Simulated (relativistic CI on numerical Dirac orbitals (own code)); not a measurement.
Radial Dirac CI calculation of Os XXIII.

Command:

```sh
python run_levels.py task.json out
```

Input:

```
atom Os  Z=76  charge=22  electrons=54
nucleus A=192  rms_radius_fm=5.4126
hamiltonian dirac-coulomb  breit=on  qed=on  c_scale=1
orbitals kli  potential=per-configuration
slater_scale 1
correlation none
mixing on
grid step=0.0125 r_max=6.5
scf mixing=0.4 start=green max_iterations=150 tolerance=2e-08 node_fill=0.05
configurations
  [Kr] 4d10 4f8
end
```

Output:

```
SCF 1: [Kr] 4d10 4f8
 iter      energy (Ha)   residual   last orbital (Ha)
    1    -16814.082698   6.92e+00    -53.92589
    2    -17015.675283   3.37e+00    -36.28536
    3    -17071.098074   4.12e-01    -23.66474
    4    -17072.329434   2.42e-01    -24.73412
    5    -17072.555670   3.34e-02    -23.84888
    6    -17072.559876   1.68e-03    -23.73560
    7    -17072.560133   7.14e-04    -23.72772
    8    -17072.560224   4.40e-05    -23.73022
    9    -17072.560231   1.04e-05    -23.73036
   10    -17072.560230   1.59e-07    -23.73032
   11    -17072.560230   2.12e-08    -23.73032
   12    -17072.560230   5.34e-11    -23.73032
orbital energies (Ha): 3d5/2 -94.2985  4s -45.6097  4p1/2 -41.8023  4p3/2 -38.7195  4d3/2 -32.4483  4d5/2 -31.8458  4f5/2 -23.8714  4f7/2 -23.7303
configuration averages (Ha): Dirac-Coulomb, Breit, QED
  4f8                         -17072.560230   18.803714   12.849587
levels: no., configuration, term, J, E (cm-1), weight
   1 4f8                    7F   6                0.0  0.83
   2 4f8                    7F   5            11399.3  0.88
   3 4f8                    7F   4            13629.2  0.70
   4 4f8                    7F   3            19709.3  0.79
   5 4f8                    7F   2            22288.8  0.77
   6 4f8                    7F   1            25116.2  0.81
   7 4f8                    7F   0            26085.2  0.80
   8 4f8                    5D   4            45363.5  0.59
   9 4f8                    3H   6            51990.4  0.21
  10 4f8                    5L   10           57286.0  0.77
  11 4f8                    5G   4            62434.4  0.33
  12 4f8                    5L   7            63855.2  0.32
  13 4f8                    5G   5            64024.2  0.37
  14 4f8                    5L   9            65569.4  0.79
lowest total energy -17041.686440 Ha
end: converged
```

Run time about 0.14 s of CPU on one thread of Intel Xeon Platinum 8488C (shared host).
